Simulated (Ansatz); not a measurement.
`N[SiH](O)[SiH3]` → `O[SiH3]` + `N[SiH]` at 500 K and 1 bar (silylene formation by 1,1-elimination).

Program: Ansatz. Geometries: PBE0-D4/def2-TZVP. ΔE: electronic, gas phase. CCSD(T)/CBS is the MP2 limit (def2-TZVPP, def2-QZVPP) plus CCSD(T) − MP2 in def2-TZVPP, frozen cores. This one scheme is used for every species. Each species was taken in one conformer, which may not be the lowest.

| species | CCSD(T)/CBS energy (Eh) | H − E (kJ/mol) | S (J/(mol·K)) |
| --- | --- | --- | --- |
| `N[SiH](O)[SiH3]` | -712.31896 | 246.2 | 435.5 |
| `O[SiH3]` | -366.69042 | 127.5 | 292.9 |
| `N[SiH]` | -345.56329 | 110.7 | 274.5 |

H − E and S are ideal-gas, rigid-rotor, harmonic terms from PBE0-D4/def2-TZVP, for one conformer and one mirror image of each species. 1 Eh = 2625.50 kJ/mol, R = 8.31446 J/(mol·K).

Q: By hand: ΔE, ΔH, ΔS and ΔG.

A: ΔE = (-366.69042) + (-345.56329) − (-712.31896) = 0.06525 Eh = 171.3 kJ/mol. Δ(H − E) = 127.5 + 110.7 − 246.2 = -8.0, so ΔH = 163.3 kJ/mol. ΔS = 292.9 + 274.5 − 435.5 = 131.9 J/(mol·K). ΔG = 163.3 − 500 × (131.9)/1000 = 97.4 kJ/mol.

Q: By hand: the equilibrium constant, and the temperature at which ΔG would vanish if ΔH and ΔS stayed fixed.

A: log₁₀ K = −ΔG/(RT ln 10) = -10.2. ΔG = 0 at ΔH/ΔS = 1238 K.

The number of gas molecules changes by +1, which sets the sign of ΔS. A doubt of 5 kJ/mol in ΔE shifts log₁₀ K by 0.5 here. Other conformers and mirror images would add mixing entropy, several J/(mol·K) or more a flexible species. These are equilibria of isolated gas molecules and say nothing of rates. Largest T1 diagnostic: 0.015 (customary marks: 0.02 for closed shells, 0.045 for open ones).
